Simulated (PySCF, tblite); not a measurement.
Isomers of C5H4F3NO2. Computed with GFN2-xTB (tblite): harmonic, unscaled wavenumbers at the GFN2-xTB geometry, gas phase. Against measured fundamentals such values can be off by several per cent, at times by over 20. One conformer each.

Electronic energies: PBE0/pcSseg-1 single points on the GFN2-xTB geometries (PySCF, gas phase).

| SMILES | electronic energy, lowest = 0 (kJ/mol) |
| --- | --- |
| COc1cc(C(F)(F)F)on1 | 90.5 |
| CC(=O)[C@H](C#N)OC(F)(F)F | 0.0 |
| CO[C@@]1(C#N)O[C@H]1C(F)(F)F | 127.7 |

**Question.** How do GFN2-xTB zero-point energies change the relative energies?

**Answer.** 
| SMILES | ZPE (kJ/mol) | of it from modes above 1550 cm⁻¹ | electronic (kJ/mol) | with ZPE, lowest = 0 (kJ/mol) | lowest mode (cm⁻¹) | rings |
| --- | --- | --- | --- | --- | --- | --- |
| CC(=O)[C@H](C#N)OC(F)(F)F | 233.2 | 97.1 | 0.0 | 0.0 | 31 | 0 |
| COc1cc(C(F)(F)F)on1 | 240.2 | 82.8 | 90.5 | 97.4 | 19 | 1 |
| CO[C@@]1(C#N)O[C@H]1C(F)(F)F | 234.7 | 86.2 | 127.7 | 129.2 | 39 | 1 |

The zero-point energies span 7.0 kJ/mol, from `CC(=O)[C@H](C#N)OC(F)(F)F` to `COc1cc(C(F)(F)F)on1`. The order is unchanged.

**Question.** And how do the electronic energies of GFN2-xTB itself compare?

**Answer.** `CC(=O)[C@H](C#N)OC(F)(F)F` 17.0; `COc1cc(C(F)(F)F)on1` 0.0; `CO[C@@]1(C#N)O[C@H]1C(F)(F)F` 106.2 kJ/mol, lowest = 0. Against the energies above, taken from the same isomer `CC(=O)[C@H](C#N)OC(F)(F)F`, the largest difference is 107.5 kJ/mol.
